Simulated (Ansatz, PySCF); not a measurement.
Caution: the highest occupied level lies above zero, so the state may not be bound. This triplet is an excited state, 1.09 eV above the relaxed singlet at the level frozen-core CCSD(T)/aug-cc-pVTZ // B3LYP-D3(BJ)/def2-TZVPD (Ansatz, a program for electronic structure).

Cartesian coordinates (Å):
SMILES: [AlH-][SH]
```xyz
4

Al     0.9439     0.5279    -0.3834
S     -1.1875     0.4408     0.5195
H      2.0273    -0.5399     0.1831
H     -1.7837    -0.4288    -0.3192
```
Charge -1, spin multiplicity 3.

**Question.** Predict the highest occupied spin orbital and total energy from PBE-D3(BJ)/def2-TZVPD // B3LYP-D3(BJ)/def2-TZVPD run with PySCF.

**Answer.** 
```json
{
 "highest_occupied_spin_orbital": "1.72 eV",
 "total_energy": "-641.5403 Ha"
}
```
